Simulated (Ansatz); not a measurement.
Stepwise reaction of `[F][Sn]([F])([F])[F]` with hydrogen chloride, as a gas-phase model of exchange steps in deposition or etching. ΔE in kJ/mol.

Computed with Ansatz on PBE0-D4/def2-TZVP structures; ΔE is electronic, products minus reactants. CCSD(T)/CBS adds triple-zeta CCSD(T) − MP2 to the extrapolated MP2 energy (def2 sets, frozen cores). This one scheme is used for every species. Functionals use def2-TZVPP. B3LYP here is the variant with VWN-RPA as its local correlation; programs differ in this. def2 core potentials past Kr. For Sn outer-core shells are correlated without core-valence functions, which leaves a few kJ/mol of doubt a bond.

```
step                                                            reaction  PBE-D4  B3LYP-D4  ωB97M-V  CCSD(T)/CBS
   1        `[F][Sn]([F])([F])[F]` + HCl → `[F][Sn]([F])([F])[Cl]` + H–F   -42.5     -42.8    -42.2        -45.5
   3    `[F][Sn]([F])([Cl])[Cl]` + HCl → `[F][Sn]([Cl])([Cl])[Cl]` + H–F   -36.5     -36.7    -36.0        -40.3
   4  `[F][Sn]([Cl])([Cl])[Cl]` + HCl → `[Cl][Sn]([Cl])([Cl])[Cl]` + H–F   -34.5     -34.8    -34.2        -39.0
```

(1) Give the row of step 2, `[F][Sn]([F])([F])[Cl]` + HCl → `[F][Sn]([F])([Cl])[Cl]` + H–F. (Estimate.)

(2) By hand: ΔE of the 4 steps together at CCSD(T)/CBS.

## Answers

(1) Ansatz gave: 
```csv
step,reaction,PBE-D4,B3LYP-D4,ωB97M-V,CCSD(T)/CBS
2,`[F][Sn]([F])([F])[Cl]` + HCl → `[F][Sn]([F])([Cl])[Cl]` + H–F,-39.1,-39.3,-38.6,-42.4
```

(2) (-45.5) + (-42.4) + (-40.3) + (-39.0) = -167.2 kJ/mol, or -41.8 kJ/mol a step.

In ΔE step 1 is the lowest and step 4 the highest. All are downhill at CCSD(T)/CBS. PBE-D4 differs from CCSD(T)/CBS by 3.0 to 4.5 kJ/mol a step. Isolated molecules leave out the surface, adducts and barriers. Largest T1 diagnostic: 0.015.
